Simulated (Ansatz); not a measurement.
Relaxation of the cluster ScCl3 with RKS r2SCAN-D4/def2-SVP.

```sh
$ ansatz run in.yaml --threads 2 --pin off --events-out ev --progress --plain --max-ram 4352MiB
```

```yaml
crystal:
  periodic: [false, false, false]
  atoms:
    - {symbol: Sc, position_ang: [0.432980, 0.009260, -0.013750]}
    - {symbol: Cl, position_ang: [-0.047590, -0.876200, 2.000740]}
    - {symbol: Cl, position_ang: [-0.173350, -1.287030, -1.752040]}
    - {symbol: Cl, position_ang: [-0.212040, 2.153970, -0.234940]}
basis:
  gaussian: {orbitals: def2-SVP}
hamiltonian: {xc: r2scan, dispersion: d4}
scf: {omitted_lower_state_checks: [starts]}
output: {orbitals: {seedname: orbitals}}
relax: {f_tol: 0.02, max_steps: 100}
```

Run time 27 s (2 threads of Arm Neoverse V1 on a shared host).

Positions (Å) and forces (eV/Å) at steps 1, 2, 3, 4, 5 of 5:

```xyz
4
step=1 energy=-58257.4437 eV
Sc    0.433    0.009   -0.014   -0.200   -0.011    0.008
Cl   -0.048   -0.876    2.001    0.076   -0.082    0.179
Cl   -0.173   -1.287   -1.752    0.065   -0.128   -0.165
Cl   -0.212    2.154   -0.235    0.059    0.221   -0.022
4
step=2 energy=-58257.4745 eV
Sc    0.371    0.009   -0.013   -0.273   -0.008    0.010
Cl   -0.026   -0.890    2.028    0.091    0.001   -0.004
Cl   -0.153   -1.310   -1.778    0.091   -0.002   -0.004
Cl   -0.192    2.191   -0.237    0.091    0.009   -0.002
4
step=3 energy=-58257.5192 eV
Sc    0.171    0.004   -0.006   -0.104   -0.003    0.004
Cl    0.043   -0.908    2.070    0.032    0.023   -0.054
Cl   -0.087   -1.338   -1.819    0.036    0.032    0.044
Cl   -0.127    2.242   -0.245    0.036   -0.052    0.005
4
step=4 energy=-58257.5285 eV
Sc    0.032    0.001   -0.002   -0.014    0.001    0.003
Cl    0.090   -0.910    2.075    0.005   -0.001    0.000
Cl   -0.040   -1.343   -1.827    0.005   -0.001   -0.002
Cl   -0.081    2.252   -0.246    0.005    0.001   -0.001
4
step=5 energy=-58257.5288 eV
Sc    0.004    0.001    0.001   -0.002   -0.003   -0.008
Cl    0.099   -0.913    2.075    0.000    0.005   -0.004
Cl   -0.031   -1.342   -1.827    0.001    0.005    0.009
Cl   -0.072    2.254   -0.250    0.001   -0.007    0.004
```

The structure comes from a short search, and lower isomers may exist.
